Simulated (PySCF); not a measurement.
# One molecule, several mistakes: AlCH6OSi

These are calculations, not measurements. The program is PySCF 2.14.0, an open-source quantum chemistry code, run on an isolated molecule that a program drew, which may never have been made. The molecule is AlCH6OSi (charge 0, doublet), drawn as the SMILES string `[OH][AlH][CH2][SiH2]`.

Each row is a Hartree-Fock (HF) and frozen-core CCSD(T) single point in the cc-pV(D+d)Z basis, meant for a local HF minimum. Run 1 is clean. Each other run has one planted mistake out of seven kinds, and not every kind appears here: one electron removed, one electron added, multiplicity raised by two, geometry at a saddle point, minimal basis STO-3G, one bond length entered in bohr, all coordinates scaled. The reference is restricted for singlets and unrestricted otherwise, and also for a bond in bohr. Adding or removing an electron swaps singlet and doublet. Electrons count all cores. HOMO and LUMO are orbital energies over both spins, the gradient is its largest component, and the lowest frequency (negative if imaginary) is given only where the gradient is small. Bond lengths are over the 9 bonds as drawn. T1 is the CCSD diagnostic: over 0.02 (restricted) or 0.045 (unrestricted) a single reference is doubtful.

Geometry of the clean run:
```xyz
10
AlCH6OSi, angstrom
O    -0.1806    0.4623    0.1198
Al    1.1395   -0.5795    0.2776
C     2.2356   -1.0969   -1.2686
Si    3.6683    0.0652   -1.6397
H    -0.5292    0.9003   -0.6375
H     1.4363   -1.1017    1.7306
H     1.6091   -1.1620   -2.1667
H     2.6473   -2.0963   -1.0808
H     3.1748    1.4212   -2.0036
H     4.5738    0.1975   -0.4665
```

| run | electrons | basis functions | <S^2> | HOMO (eV) | LUMO (eV) | gradient (hartree/bohr) | lowest frequency (cm^-1) | mean bond (Å) | longest bond (Å) | T1 | HF (hartree) | CCSD(T) (hartree) | mistake |
|---|---|---|---|---|---|---|---|---|---|---|---|---|---|
| 1 | 47 | 104 | 0.755 | -8.45 | 1.30 | 2.2e-05 | 36 | 1.4688 | 1.965 | 0.0148 | -647.10905 | -647.65295 | no fault |
| 2 | 47 | 104 | 0.755 | -8.63 | 1.06 | 3.9e-02 | - | 1.5482 | 2.071 | 0.0160 | -647.08627 | -647.63840 | all coordinates scaled |
| 3 | 48 | 104 | 0.000 | -0.38 | 6.33 | 4.5e-02 | - | 1.4688 | 1.965 | 0.0198 | -647.08548 | -647.66413 | ? |
| 4 | 47 | 104 | 1.688 | -7.38 | 0.80 | 2.3e-02 | - | 1.6358 | 3.192 | 0.0418 | -646.95664 | -647.46808 | ? |

**Which mistake was planted in run 3, and what did it cost?**

It counts 48 electrons, one more than the clean run, at the same geometry and basis. So the mistake is: one electron added. Subtracting run 1 and multiplying by 627.51 kcal/mol a hartree, the energy moved by 14.8 kcal/mol in HF and -7.0 kcal/mol in CCSD(T).

**Which mistake was planted in run 4, and what did it cost?**

The mean bond changes by a factor of 1.114 and the longest by 1.624, so the molecule wasn't scaled as a whole. A length L in bohr read as angstrom grows by (1/0.5292 - 1) L = 0.890 L. The 9 bonds together grew by 9 x 0.1670 = 1.503 Å, which gives L = 1.689 Å. That is bond O1-Al2, 1.689 Å in the clean geometry. So the mistake is: one bond length entered in bohr. Subtracting run 1 and multiplying by 627.51 kcal/mol a hartree, the energy moved by 95.6 kcal/mol in HF and 116.0 kcal/mol in CCSD(T).

